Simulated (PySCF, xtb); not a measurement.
H5O4Si, SMILES O[Si](O)([OH2+])O, charge +1. The values are those of a single conformer.

Harmonic wavenumbers (cm⁻¹) from xtb with GFN2-xTB at its own minimum, in rising order: 73, 108, 194, 241, 266, 280, 307, 324, 359, 423, 526, 657, 728, 732, 753, 870, 1089, 1107, 1386, 3428, 3450, 3614, 3625, 3646.

### Question
What does PBE-D3(BJ)/def2-SVP in PySCF give at its own minimum? (Estimate from the structure and the level; the computed values follow.)

### Answer
94, 181, 202, 251, 292, 302, 323, 354, 367, 476, 550, 689, 700, 733, 758, 834, 1048, 1066, 1539, 3584, 3673, 3745, 3751, 3763. Paired by order, the mean absolute difference is 57 cm⁻¹ and the zero-point energies are 40.3 and 41.9 kcal/mol.
